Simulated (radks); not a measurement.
Results of a calculation; reference values are marked as such.
Effect of the nuclear size on the neon ion Ne+, [He] 2s2 2p5. Level of theory: Dirac Kohn-Sham, exchange-only LDA, spin-unpolarised, spherical densities, finite nucleus; open shells fill j = l - 1/2 first; Fermi nuclear charge, rms radius 3.0055 fm (a radial shooting solver on a logarithmic mesh with Libxc functionals). The rms radius is varied about that value; shifts are against it.

\begin{tabular}{lrrr}
rms radius (fm) & total energy shift (eV) & density at nucleus (e/bohr^3) & 1s1/2 shift (meV) \\ \hline
2.4946 & -0.000367 & 642.5 & -0.150 \\
2.7621 & -0.000183 & 642 & -0.075 \\
3.0055 & 0 & 641.6 & 0.000 \\
3.288 & 0.000232 & 641.2 & 0.095 \\
3.6216 & 0.000532 & 640.8 & 0.218 \\
\end{tabular}

Slopes of the eigenvalues against <r^2> in GHz/fm^2, as finite differences over the two radii next to the reference (eigenvalue slopes, not the field-shift constants of lines): 1s1/2 12.9.
